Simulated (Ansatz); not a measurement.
A nudged elastic band was laid between two geometries of H6NSbSi (9 atoms, charge 0, multiplicity 1).

Method: RKS B3LYP/def2-SVPD in Ansatz 0.2.0.

| Quantity | Value |
| --- | --- |
| movable images | 5 |
| climbing image | yes |
| spring | 5.0 eV/Å² |
| optimiser | quadratic models (default) |
| start path | through a guess of the saddle point |
| force threshold | 0.03 eV/Å |
| iteration limit | 60 |
| end points | relaxed |

Initial state:

```xyz
9
Properties=species:S:1:pos:R:3
N -0.654 0.722 -1.369
Si 0.252 0.629 0.115
Sb -0.518 -1.443 1.520
H -0.641 0.009 -2.086
H -1.117 1.568 -1.669
H -0.065 1.877 0.867
H 1.732 0.569 -0.099
H 0.125 -2.503 0.319
H 0.974 -1.474 2.385
```

Final state:

```xyz
9
Properties=species:S:1:pos:R:3
N -0.567 0.884 -1.431
Si 0.287 0.607 0.066
Sb -0.581 -1.437 1.476
H -0.394 0.304 -2.244
H -1.510 1.254 -1.439
H 0.108 1.822 0.913
H 1.726 0.426 -0.274
H 0.213 -2.545 0.418
H 0.807 -1.361 2.497
```

Question: What changes between the two ends?

Answer: No bond is made or broken. The height of N1 over the plane of its neighbours goes from -0.06 to 0.18 Å.

Question: What energy profile does the band end with?

Answer: It converged. The highest image is number 0 of 0 to 6, 0.000 eV above the first end and 0.013 eV above the last; the last end lies 0.013 eV below the first. The highest image is an end point: on this band no image between the ends rises above it.

| image | path coordinate (Å) | energy (eV) | height of N1 over the plane of its neighbours (Å) |
| --- | --- | --- | --- |
| 0 | 0.00 | 0.000 | -0.06 |
| 1 | 0.06 | 0.000 | -0.03 |
| 2 | 0.23 | -0.001 | 0.04 |
| 3 | 0.40 | -0.005 | 0.12 |
| 4 | 0.57 | -0.010 | 0.16 |
| 5 | 0.74 | -0.013 | 0.17 |
| 6 | 0.91 | -0.013 | 0.18 |

The run took 6.1 min on 2 threads of Arm Neoverse V1, on a shared host, peak memory 0.31 GiB.
